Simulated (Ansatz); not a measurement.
The same molecule with X = B, Al, In. Ansatz, PBE0-D4/def2-TZVP geometries, multiplicity 1. Each molecule was computed in one conformer, which needn't be the lowest.

Elements past krypton have def2 core potentials.

```
 X                       molecule  mean X–F bond length / Å  mean X–O bond length / Å  LUMO energy (PBE/def2-TZVPP) / eV  HOMO energy (B3LYP/def2-TZVPP) / eV  HOMO–LUMO gap (PBE0/def2-TZVPP) / eV
 B           `FB(O[SiH3])O[SiH3]`                     1.344                     1.348                              -1.04                                -8.90                                  8.94
In  `[F][In]([O][SiH3])[O][SiH3]`                     1.923                     1.952                              -3.73                                -8.55                                  5.96
```

Q: Give the row for X = Al, `[F][Al]([O][SiH3])[O][SiH3]`. (Estimate.)

A: The calculation gave: 
```csv
X,molecule,mean X–F bond length / Å,mean X–O bond length / Å,LUMO energy (PBE/def2-TZVPP) / eV,HOMO energy (B3LYP/def2-TZVPP) / eV,HOMO–LUMO gap (PBE0/def2-TZVPP) / eV
Al,`[F][Al]([O][SiH3])[O][SiH3]`,1.639,1.662,-1.95,-8.63,7.78
```

From B to In the mean X–F bond length rises at each step, by 0.579 Å in all; the mean X–O bond length rises at each step, by 0.604 Å in all; the LUMO energy (PBE/def2-TZVPP) falls at each step, by 2.69 eV in all; the HOMO energy (B3LYP/def2-TZVPP) rises at each step, by 0.35 eV in all; the HOMO–LUMO gap (PBE0/def2-TZVPP) falls at each step, by 2.98 eV in all. Bonds lengthen as the atom grows down the group.

Positive LUMOs are unbound, so they and the gaps depend on the basis.

B3LYP here is the variant with VWN-RPA as its local correlation; programs differ in this.
